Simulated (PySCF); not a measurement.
# Electronic structure of S (sulfur, neutral) at the PBE0 level

Configuration: [Ne] 3s2 3p4, high-spin 3P determinant. Calculation: PySCF 2.14, in x2c-TZVPPall; scalar relativity by spin-free X2C-1e.

| Quantity | Value |
| --- | --- |
| Total energy | -399.0640 hartree |
| One-electron energy | -551.0284 hartree |
| Hartree (Coulomb) energy | 177.5754 hartree |
| Exchange-correlation energy | -25.6110 hartree |
| ⟨S²⟩ | 2.0048 |
| ⟨L²⟩ | 2.021 |
| Sum of ⟨r⟩ | 15.38 bohr |
| Sum of ⟨r²⟩ | 28.67 bohr² |
| Traceless quadrupole moment −½Σ⟨3z² − r²⟩ along its main axis | -2.03 e·bohr² |
| Langevin diamagnetic susceptibility | -22.7 ×10⁻⁶ cm³/mol |

```json
{"shell": "1s α", "electrons": "1", "mean orbital energy (hartree)": "-89.35078", "spread (hartree)": "0", "rms radius, mean of both spins (bohr)": "0.112"}
{"shell": "1s β", "electrons": "1", "mean orbital energy (hartree)": "-89.33866", "spread (hartree)": "0", "rms radius, mean of both spins (bohr)": "0.112"}
{"shell": "2s α", "electrons": "1", "mean orbital energy (hartree)": "-8.10112", "spread (hartree)": "0", "rms radius, mean of both spins (bohr)": "0.520"}
{"shell": "2s β", "electrons": "1", "mean orbital energy (hartree)": "-8.08963", "spread (hartree)": "0", "rms radius, mean of both spins (bohr)": "0.520"}
{"shell": "2p α", "electrons": "3", "mean orbital energy (hartree)": "-5.99023", "spread (hartree)": "0.01980", "rms radius, mean of both spins (bohr)": "0.494"}
{"shell": "2p β", "electrons": "3", "mean orbital energy (hartree)": "-5.97206", "spread (hartree)": "0.00229", "rms radius, mean of both spins (bohr)": "0.494"}
{"shell": "3s α", "electrons": "1", "mean orbital energy (hartree)": "-0.74973", "spread (hartree)": "0", "rms radius, mean of both spins (bohr)": "1.83"}
{"shell": "3s β", "electrons": "1", "mean orbital energy (hartree)": "-0.64238", "spread (hartree)": "0", "rms radius, mean of both spins (bohr)": "1.83"}
{"shell": "3p α", "electrons": "3", "mean orbital energy (hartree)": "-0.33149", "spread (hartree)": "0.05258", "rms radius, mean of both spins (bohr)": "2.23"}
{"shell": "3p β", "electrons": "1", "mean orbital energy (hartree)": "-0.26940", "spread (hartree)": "0", "rms radius, mean of both spins (bohr)": "2.23"}
```

Densities and radii are taken from the X2C orbitals without a picture-change correction, which distorts them close to the nucleus.
